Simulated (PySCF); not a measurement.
A TDDFT job was run through a driver script with this input:

```
{"job": {"kind": "uv", "xc": "PBE0", "basis": "def2-SVPD", "dynamic": true, "nstates": 6, "ntriplets": 0, "group": "solv-SUDQEXYMNHNOEI-UHFFFAOYSA-N-uv", "role": "base"}, "charge": 0, "multiplicity": 1}
C     -2.350783     1.722905     0.403859
O     -2.434250     0.335550     0.610368
C     -1.504083    -0.393521    -0.062129
O     -0.213104    -0.123914     0.497101
C      0.809549    -0.682756    -0.134749
O      0.728464    -1.391223    -1.104445
O      1.934466    -0.334238     0.478460
C      3.118839    -0.868658    -0.082930
H     -1.415727     2.138785     0.813939
H     -2.406983     1.971730    -0.672965
H     -3.204288     2.181462     0.919508
H     -1.739704    -1.459756     0.070895
H     -1.463789    -0.156209    -1.143361
H      3.126938    -1.966663    -0.012129
H      3.215674    -0.587061    -1.141658
H      3.947827    -0.449269     0.498725
```

Its output, with some lines taken out ([cut]) and without the SCF cycles:

```
converged SCF energy = -457.3240958043

Static polarisability (au): isotropic 66.454, principal 53.809 62.496 83.057

Singlet excitations
state   eV       nm        f      main configurations
[cut]
[cut]
[cut]
  4   8.2146    150.9   0.02766   H->L+1 0.48, H-2->L 0.23, H-1->L+1 0.21
[cut]
  6   8.4049    147.5   0.02702   H-3->L 0.85
```

Method used: PySCF, TDDFT PBE0/def2-SVPD, vertical, gas phase, core orbitals frozen in the response. Isolated species at its PBE0-D3(BJ)/def2-SVP geometry (one conformer only).

Task: What stood in the cut lines?

Result: 
```
  1   7.0932    174.8   0.00017   H-1->L+1 0.69, H->L+1 0.29
  2   7.7207    160.6   0.01051   H->L 0.88
  3   7.9982    155.0   0.01931   H-1->L 0.82, H->L+2 0.12
  5   8.2265    150.7   0.00375   H-2->L 0.57, H->L+1 0.20, H-1->L+1 0.08
```

Task: What is the polarisability anisotropy, √(½[(α1 − α2)² + (α2 − α3)² + (α3 − α1)²])?

Result: 26.02 au.

Task: Which orbital energies lie behind H and L?

Result: HOMO -8.33 eV and LUMO 0.49 eV, a gap of 8.82 eV; state 1 differs from that by -1.72 eV.

Task: How much of the mean polarisability do the listed states account for?

Result: The sum over states Σ f/ΔE² (ΔE in hartree) gives 0.98 au, 1% of the total; the rest comes from higher roots of the same response equations.

Task: Which species is it?

Result: `COCOC(=O)OC` (C4H8O4), point group C1.

H and L stand for HOMO and LUMO.

The values belong to the conformer `[CH3:1][O:2][CH2:3][O:4][C:5](=[O:6])[O:7][CH3:8]`: C1–O2–C3–O4 68°, O2–C3–O4–C5 -175°, C3–O4–C5–O6 -1°, O4–C5–O7–C8 180°.
